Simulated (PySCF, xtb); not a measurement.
C4H12Si2, SMILES C=C(C)[SiH2][SiH2]C.

GFN2-xTB (xtb 6.7.1) at its own geometry gives an orbital gap of 3.91 eV and a dipole moment of 0.46 D.

Geometry: PBE0-D3(BJ)/def2-SVP. The structure was generated by enumeration, and PubChem lists no compound with its InChIKey, so it may never have been made. One conformer was computed; it need not be the lowest.

Question: What does CAM-B3LYP/def2-TZVP in PySCF give? (The exact figures need the calculation; the answer reports its results.)

Answer: gap 9.31 eV (levels -8.47 and 0.83 eV), dipole 0.29 D.
